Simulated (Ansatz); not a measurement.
# Molecular dynamics, step by step

SiHCl$_{2}$F, singlet, PBE0-D4/def2-mTZVP (Ansatz 0.2.0). Settings (timestep in fs, temperature in K; T counts 9 degrees of freedom):

```yaml
hamiltonian: {xc: pbe0, dispersion: d4}
md: {n_steps: 80, timestep: 0.5, temperature: 1500, ensemble: nve, seed: 835, initial_velocities: maxwell_boltzmann}
```

Start, the saddle point found with PBE0-D4 in triple zeta (not stationary at another level):

Si1  (0.872, 0.148, 0.700)
F2  (0.604, 0.013, -1.139)
H3  (-0.271, -0.702, -0.850)
Cl4  (-0.229, 1.896, 0.936)
Cl5  (-0.977, -1.355, 0.353)
(Å)

```tsv
step	time (fs)	potential energy less the start (meV)	kinetic energy (meV)	T (K)
0	0.00	0.0	581.7	1500
5	2.50	9.8	571.9	1475
10	5.00	7.0	574.8	1482
15	7.50	-28.0	609.7	1572
20	10.00	-83.2	664.7	1714
25	12.50	-147.4	729.1	1880
30	15.00	-234.2	815.5	2103
35	17.50	-242.8	824.4	2126
40	20.00	-268.9	850.4	2193
45	22.50	-275.4	856.9	2210
50	25.00	-266.8	848.5	2188
55	27.50	-280.8	862.3	2224
60	30.00	-290.9	872.7	2250
65	32.50	-350.7	932.1	2404
70	35.00	-361.3	943.1	2432
75	37.50	-397.7	979.1	2525
80	40.00	-404.2	985.9	2543
```

Step 10, positions (Å) and forces (eV/Å):

```json
{"atom": "Si1", "x": "0.901", "y": "0.168", "z": "0.688", "Fx": "0.258", "Fy": "0.063", "Fz": "0.248"}
{"atom": "F2", "x": "0.574", "y": "0.036", "z": "-1.057", "Fx": "0.744", "Fy": "0.381", "Fz": "-0.583"}
{"atom": "H3", "x": "-0.303", "y": "-0.787", "z": "-0.786", "Fx": "-0.542", "Fy": "-0.300", "Fz": "-0.126"}
{"atom": "Cl4", "x": "-0.217", "y": "1.900", "z": "0.919", "Fx": "-0.119", "Fy": "0.300", "Fz": "0.159"}
{"atom": "Cl5", "x": "-0.994", "y": "-1.384", "z": "0.334", "Fx": "-0.341", "Fy": "-0.444", "Fz": "0.302"}
```

Step 25, positions (Å) and forces (eV/Å):

```csv
atom,x,y,z,Fx,Fy,Fz
Si1,0.949,0.200,0.673,0.165,0.183,-0.142
F2,0.547,0.080,-0.949,1.396,0.557,-0.885
H3,-0.559,-1.026,-0.802,-0.023,0.079,-1.100
Cl4,-0.201,1.909,0.896,-0.199,0.532,0.482
Cl5,-1.027,-1.436,0.311,-1.341,-1.351,1.644
```

Step 70, positions (Å) and forces (eV/Å):

```tsv
atom	x	y	z	Fx	Fy	Fz
Si1	1.104	0.326	0.671	-0.799	0.591	-0.743
F2	0.651	0.233	-0.886	0.925	-0.501	-0.319
H3	-1.716	-1.869	-0.849	-0.319	-0.016	-1.062
Cl4	-0.169	1.990	0.887	0.121	0.220	0.779
Cl5	-1.204	-1.674	0.289	0.071	-0.294	1.345
```

Last step (80):

```json
{"atom": "Si1", "x (Å)": "1.1306", "y (Å)": "0.3658", "z (Å)": "0.6749"}
{"atom": "F2", "x (Å)": "0.7028", "y (Å)": "0.2515", "z (Å)": "-0.9195"}
{"atom": "H3", "x (Å)": "-1.9285", "y (Å)": "-1.9818", "z (Å)": "-0.8280"}
{"atom": "Cl4", "x (Å)": "-0.1624", "y (Å)": "2.0159", "z (Å)": "0.9001"}
{"atom": "Cl5", "x (Å)": "-1.2536", "y (Å)": "-1.7389", "z (Å)": "0.2901"}
```

The run took about 2.3 min on 2 CPU threads of an Arm Neoverse V1 (shared host).
